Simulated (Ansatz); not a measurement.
`FB(F)C1CC1` + H–F → `FB(F)F` + `C1CC1` at 500 K and 1 bar (ligand exchange at a B–C bond).

Isolated molecules relaxed with PBE0-D4/def2-TZVP in Ansatz; ΔE leaves out vibrations. CCSD(T)/CBS adds triple-zeta CCSD(T) − MP2 to the extrapolated MP2 energy (def2 sets, frozen cores). This one scheme is used for every species. One conformer a species, not always the lowest.

| species | CCSD(T)/CBS energy (Eh) | H − E (kJ/mol) | S (J/(mol·K)) |
| --- | --- | --- | --- |
| `FB(F)C1CC1` | -341.65520 | 257.8 | 385.6 |
| H–F | -100.39570 | 39.4 | 188.7 |
| `FB(F)F` | -324.35731 | 56.2 | 283.8 |
| `C1CC1` | -117.73368 | 240.3 | 274.1 |

H − E and S are ideal-gas, rigid-rotor, harmonic terms from PBE0-D4/def2-TZVP, for one conformer and one mirror image of each species. 1 Eh = 2625.50 kJ/mol, R = 8.31446 J/(mol·K).

Question: By hand: ΔE, ΔH, ΔS and ΔG.

Answer: ΔE = (-324.35731) + (-117.73368) − (-341.65520) − (-100.39570) = -0.04009 Eh = -105.3 kJ/mol. Δ(H − E) = 56.2 + 240.3 − 257.8 − 39.4 = -0.7, so ΔH = -106.0 kJ/mol. ΔS = 283.8 + 274.1 − 385.6 − 188.7 = -16.4 J/(mol·K). ΔG = -106.0 − 500 × (-16.4)/1000 = -97.8 kJ/mol.

Question: By hand: the equilibrium constant, and the temperature at which ΔG would vanish if ΔH and ΔS stayed fixed.

Answer: log₁₀ K = −ΔG/(RT ln 10) = 10.2. ΔG = 0 at ΔH/ΔS = 6463 K, far beyond where these terms or the molecules hold.

ΔH outweighs TΔS. A doubt of 5 kJ/mol in ΔE shifts log₁₀ K by 0.5 here. Other conformers and mirror images would add mixing entropy, several J/(mol·K) or more a flexible species. These are equilibria of isolated gas molecules and say nothing of rates. Largest T1 diagnostic: 0.012 (customary marks: 0.02 for closed shells, 0.045 for open ones).
